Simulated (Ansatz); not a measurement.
`C[Si]N(C)C` + H–F → `CN(C)[Si]F` + CH₄  (ligand exchange at the Si–C bond)

Program: Ansatz. Geometries: PBE0-D4/def2-TZVP. ΔE: electronic, gas phase. CCSD(T)/CBS adds triple-zeta CCSD(T) − MP2 to the extrapolated MP2 energy (def2 sets, frozen cores). This one scheme is used for every species. DFT in def2-TZVPP. B3LYP here is the variant with VWN-RPA as its local correlation; programs differ in this. HSE06 is defined as in plane-wave codes. Each species was taken in one conformer, which may not be the lowest.

| level | ΔE (kJ/mol) | difference from CCSD(T)/CBS |
| --- | --- | --- |
| revPBE-D4 | -175.8 | 9.2 |
| PBE0-D4 | -182.3 | 2.7 |
| B3LYP-D4 | -196.1 | -11.1 |
| HSE06-D4 | -182.1 | 2.9 |
| ωB97X-V | -194.7 | -9.7 |
| ωB97M-V | -195.0 | -10.0 |
| revPBE | -189.2 | -4.2 |
| BLYP | -206.5 | -21.5 |
| B3LYP | -204.7 | -19.7 |
| r2SCANh | -195.4 | -10.4 |
| r2SCAN0 | -194.0 | -9.0 |
| HSE06 | -186.5 | -1.5 |
| MP2/def2-SVP | -190.9 | -5.9 |
| CCSD/def2-TZVPP | -189.0 | -4.0 |
| MP2/def2-QZVPP | -185.9 | -0.9 |
| SCS-MP2/def2-QZVPP | -191.9 | -6.9 |
| CCSD(T)/CBS | -185.0 | 0 |

What do rigid-rotor, harmonic-oscillator terms from PBE0-D4/def2-TZVP frequencies (298.15 K, 1 bar) make of the CCSD(T)/CBS value? (Best estimate.)

Ansatz gave: ΔZPE = +4.7 kJ/mol, ΔH = -181.6 kJ/mol, ΔS = -3 J/(mol·K), ΔG = -180.6 kJ/mol.

Largest T1 diagnostic among the species: 0.014.

In def2-TZVPP, CCSD(T) changes the Hartree–Fock value by +27.1 kJ/mol (the triples alone add +3.6 kJ/mol) and MP2 by +27.0 kJ/mol. Leaving LDA and LC-ωPBE aside and taking each functional with its dispersion term where it has one, the values, not all of them listed here, spread over 26.4 kJ/mol, from CAM-B3LYP-D4 to revPBE-D4. LDA lies +5.9 kJ/mol from PBE without D4. At CCSD(T), def2-SVP lies −4.2 kJ/mol from the extrapolated value and def2-TZVPP −0.4 kJ/mol.
